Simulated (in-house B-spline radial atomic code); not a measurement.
The numbers below are computed, except where a source is named.
**the phosphorus ion P³⁺ at several levels of theory**

Ground configuration [Ne] 3s2. All numbers come from an all-electron radial atomic-structure program (B-spline basis), all electrons, at the radial basis limit. Mean-field, RPA, GW and linear-response runs are scalar-relativistic (one-electron X2C), no spin-orbit coupling, without Breit or QED terms, open shells spin-polarised at highest spin; the many-body runs on Dirac-Hartree-Fock orbitals are four-component, and their energies hold both.

**Ionisation energy.** The reference is 51.444 eV (NIST, measured).

```tsv
method	value (eV)	minus reference (eV)
minus the highest LDA VWN5 level	45.74	-5.70
LDA VWN5, difference of total energies	51.53	+0.09
minus the highest PBE level	45.61	-5.84
PBE, difference of total energies	51.40	-0.05
G0W0 on PBE	51.88	+0.43
exact exchange + RPA on PBE	51.98	+0.54
exact exchange + RPA + SOSEX on PBE	51.41	-0.04
minus the highest r2SCAN level	45.81	-5.63
r2SCAN, difference of total energies	50.75	-0.70
minus the highest PBE0 level	46.95	-4.49
PBE0, difference of total energies	51.23	-0.21
G0W0 on PBE0	51.80	+0.35
minus the highest B3LYP (VWN-RPA) level	46.82	-4.63
B3LYP (VWN-RPA), difference of total energies	51.55	+0.11
minus the highest CAM-B3LYP level	48.56	-2.88
minus the highest LC-wPBE level	50.08	-1.36
minus the highest Hartree-Fock level	50.00	-1.44
Hartree-Fock, difference of total energies	49.80	-1.64
G0W0 on Hartree-Fock	51.57	+0.12
MP2, difference of total energies	51.21	-0.24
CI + MBPT for the two outer electrons	51.43	-0.02
Dirac-Fock + self-energy with TDHF screening (3s1/2)	51.04	-0.40
```

Question: Which methods come closest, and which lies farthest off?

Answer: Closest: CI + MBPT for the two outer electrons (-0.02 eV) and exact exchange + RPA + SOSEX on PBE (-0.04 eV). Farthest: minus the highest PBE level (-5.84 eV). The PBE level misses by -5.8 eV while the PBE energy difference misses by -0.05 eV: the semilocal potential lacks the −1/r tail and the energy is convex in the electron number, but total energies at whole numbers are far better.

**Static dipole polarisability and C6** of two like species, by linear response (no reference value is at hand):

```json
{"method": "LDA VWN5", "α (bohr³)": "6.415", "C6 (hartree·bohr⁶)": "15.84"}
{"method": "PBE", "α (bohr³)": "6.612", "C6 (hartree·bohr⁶)": "16.6"}
{"method": "PBE0", "α (bohr³)": "6.754", "C6 (hartree·bohr⁶)": "17.15"}
{"method": "B3LYP (VWN-RPA)", "α (bohr³)": "6.55", "C6 (hartree·bohr⁶)": "16.38"}
{"method": "CAM-B3LYP", "α (bohr³)": "6.556", "C6 (hartree·bohr⁶)": "16.41"}
{"method": "LC-wPBE", "α (bohr³)": "6.806", "C6 (hartree·bohr⁶)": "17.3"}
{"method": "TDHF", "α (bohr³)": "7.084", "C6 (hartree·bohr⁶)": "18.51"}
{"method": "relativistic RPA (four-component TDHF)", "α (bohr³)": "7.082", "C6 (hartree·bohr⁶)": "18.5"}
```

Question: What mean excitation energy do α and C6 imply in London's formula C6 = (3/4) α² ω?

Answer: LDA VWN5: ω = 0.513 hartree; relativistic RPA (four-component TDHF): ω = 0.492 hartree. A method that puts the excitations lower gives a larger α and a smaller ω.

Run times on one thread of shared hosts: mean field, RPA, SOSEX and G0W0 on PBE, for the atom and its ion, 3.6 s (Intel Xeon Platinum 8259CL CPU @ 2.50GHz); TDDFT with PBE, 0.4 s (Intel Xeon Platinum 8488C (Sapphire Rapids)); CI + MBPT, 70 s (Arm Neoverse V2); removal energies by the self-energy, 2.6 s (Intel Xeon 6975P-C).
